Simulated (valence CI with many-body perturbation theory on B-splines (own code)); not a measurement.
**Which ion has this spectrum?**

A relativistic CI+MBPT calculation for an atom or ion with 32 electrons gives these levels (Ry):

```tsv
J	Parity	E	g
0	even	0.000	
1	even	10.373	1.50
2	even	10.726	1.17
2	odd	18.600	1.55
1	odd	19.806	1.08
2	even	21.368	1.32
0	even	22.127	
2	odd	23.192	0.76
1	odd	24.722	0.85
2	odd	26.147	1.31
3	odd	26.244	1.12
2	odd	28.794	1.52
3	odd	29.465	1.31
0	odd	29.906
```

The energies are calculated, and their last digits are not significant.

**Question.** Which is it?
A. Ir45+
B. Pb50+
C. Hg48+
D. Bi51+

**Answer.** C. Hg48+, ground level (4s^2 4p1/2^2) J=0.
